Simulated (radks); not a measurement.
Results of a calculation; reference values are marked as such.
Problem. All-electron atom: P VI in [Ne] (the NIST ground configuration). Code: a radial shooting solver on a logarithmic mesh with Libxc functionals. Model: non-relativistic Kohn-Sham, LB94 model potential, spin-polarised, spherical densities, point nucleus. Some entries of the table are withheld. Estimate them.

orbital  occ.  eigenvalue (Ry)  <1/r> (bohr^-1)  <r> (bohr)
1s          2        -161.9943            14.60      0.1035
2s          2        -19.38333            2.808      0.5193
2p          6        -15.88382            2.743      0.4787
3s          0         -6.16512           0.9661       1.467
3p          0              (1)           0.9093       1.533
3d          0         -4.21603              (2)       1.581

Solution. 
(1) 3p eigenvalue (Ry): -5.32036
(2) 3d <1/r> (bohr^-1): 0.7517
